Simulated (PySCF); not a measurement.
Input of a run (PBE0-D3(BJ)/def2-SVP geometry optimisation, gas phase (PySCF 2.14.0)), started from GFN2-xTB:
```
{"job": {"xc": "PBE0", "basis": "def2-SVP", "d3": "d3bj", "grid": 1, "kind": "geom"}, "charge": 0, "multiplicity": 1}
O      3.293043     0.190741     2.046312
C      3.011235     0.036306     0.882740
O      3.959831    -0.091898    -0.061873
C      1.636771    -0.031288     0.353668
C      0.573923     0.088949     1.248205
C     -0.727671     0.031467     0.800672
C     -0.991385    -0.148153    -0.555644
O     -2.236603    -0.211342    -1.045743
Si    -3.729187    -0.120735    -0.393897
C      0.072227    -0.268681    -1.452416
C      1.373532    -0.210826    -1.003500
H      4.834461    -0.038989     0.353603
H      0.795318     0.227685     2.295627
H     -1.554372     0.123848     1.488553
H     -4.509247    -0.279496    -1.609378
H     -3.932002    -1.196157     0.578078
H     -3.925119     1.171981     0.264151
H     -0.148772    -0.407467    -2.499305
H      2.194212    -0.303619    -1.697314
```

Output (energies in Eh, forces in Eh/bohr):
```
step   0  E = -785.65654765  max force = 0.030433
step   1  E = -785.66134492  max force = 0.005828
step   2  E = -785.66165372  max force = 0.005136
step   3  E = -785.66175233  max force = 0.003486
step   4  E = -785.66185588  max force = 0.002818
step   5  E = -785.66185945  max force = 0.002361
step   6  E = -785.66191381  max force = 0.001152
step   7  E = -785.66191807  max force = 0.000731
step   8  E = -785.66191979  max force = 0.000537
step   9  E = -785.66191957  max force = 0.000616
step  10  E = -785.66192165  max force = 0.000291
optimisation converged
```

Question: Summarise the run.

Answer: The energy falls by 14.1 kJ/mol over 11 energy and gradient evaluations, the largest force component goes from 0.0304 to 2.9e-04 Eh/bohr, and the atoms move by 0.094 Å rms after alignment. The bond that changes most is O8–Si9 (silyl ether oxygen to oxygen-bound silicon), which lengthens by 0.053 Å. Bonds longer at the end by more than 0.005 Å: 14 of 19; shorter: 0. Among the angles that change most is O8–Si9–H15, from 98.7° to 104.8°. The energy never rose by more than 1e-6 Eh on the way. The first step brought 89 % of the lowering.

Question: What are the final bond lengths?

Answer: O1=C2 1.207 Å, C2–O3 1.342 Å, C2–C4 1.480 Å, C4–C5 1.398 Å, C5–C6 1.388 Å, C6–C7 1.402 Å, C7–O8 1.346 Å, O8–Si9 1.684 Å, C7–C10 1.401 Å, C10–C11 1.386 Å, C4–C11 1.401 Å, O3–H12 0.969 Å, C5–H13 1.092 Å, C6–H14 1.093 Å, Si9–H15 1.484 Å, Si9–H16 1.492 Å, Si9–H17 1.492 Å, C10–H18 1.091 Å, C11–H19 1.091 Å. Numbering counts from 1 in the input's order; the species is `O=C(O)c1ccc(O[SiH3])cc1`.

The run used 198 basis functions and 76 SCF cycles in all. Cost: about 11 min of CPU time on one thread; the machine was shared, so the figure is rough.

Not checked by PBE0-D3(BJ)/def2-SVP frequencies. One conformer, not necessarily the lowest.

The values belong to the conformer `[O:1]=[C:2]([OH:3])[c:4]1[cH:5][cH:6][c:7]([O:8][SiH3:9])[cH:10][cH:11]1`: O1–C2–C4–C5 1°, C6–C7–O8–Si9 0°, H–O3–C2–O1 0°.
